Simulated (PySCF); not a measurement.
CdFHSe, SMILES [F][Cd][SeH].

Geometry optimised at B3LYP-D3(BJ)/def2-TZVP. The def2 effective core potentials stand for the cores of Cd; spin–orbit coupling is left out. One conformer was computed; it need not be the lowest.

All values below come from C-PCM-B3LYP/def2-SVP (PySCF).

The values are the electrostatic part of the solvation free energy, E(continuum) − E(gas) at the gas-phase geometry, in a cavity of scaled van der Waals radii (PySCF's table); cavitation and dispersion terms are not included. A continuum can't describe solvent molecules that bind to the metal. In vacuum the orbital gap is 4.78 eV. The dipole moment in vacuum is 1.80 D.

Computed values in water (ε = 78.36), N,N-dimethylformamide (ε = 37.22), methanol (ε = 32.61):
| solvent | ε | ΔG(elec) (kcal/mol) | dipole (D) | gap (eV) |
|---|---|---|---|---|
| water | 78.36 | -15.8 | 1.44 | 5.15 |
| N,N-dimethylformamide | 37.22 | -15.6 | 1.45 | 5.14 |
| methanol | 32.61 | -15.5 | 1.45 | 5.14 |
